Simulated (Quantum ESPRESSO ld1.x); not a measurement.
Values are calculated unless marked as measured or tabulated.
Problem. The tantalum ion Ta+, 72 electrons, occupied as [Xe] 4f14 5d3 6s1 (the NIST ground configuration). Code: ld1.x of Quantum ESPRESSO 7.5. Model: Dirac Kohn-Sham, PBEsol, spin-unpolarised, spherical densities, point nucleus; open shells are shared between the two j in proportion to 2j + 1.

Spin-orbit splittings of the eigenvalues, e(l+1/2) - e(l-1/2), with zeta = 2 splitting/(2l+1) and mean radii in bohr:

| shell | occ. | splitting (eV) | zeta (eV) | <r> j=l-1/2 | <r> j=l+1/2 |
|---|---|---|---|---|---|
| 2p | 6 | 1270 | 846.4 | 0.06488 | 0.07272 |
| 3p | 6 | 273.3 | 182.2 | 0.1943 | 0.2089 |
| 3d | 10 | 59.54 | 23.82 | 0.1830 | 0.1875 |
| 4p | 6 | 63.01 | 42.01 | 0.4645 | 0.4977 |
| 4d | 10 | ? | ? | 0.5166 | 0.5281 |
| 4f | 14 | 1.983 | 0.5665 | 0.6340 | 0.6450 |
| 5p | 6 | 8.776 | 5.851 | 1.220 | 1.327 |
| 5d | 3 | 0.6419 | 0.2568 | 2.057 | 2.134 |

Estimate the 4d splitting.

Solution. 11.57 eV (zeta = 4.630 eV).
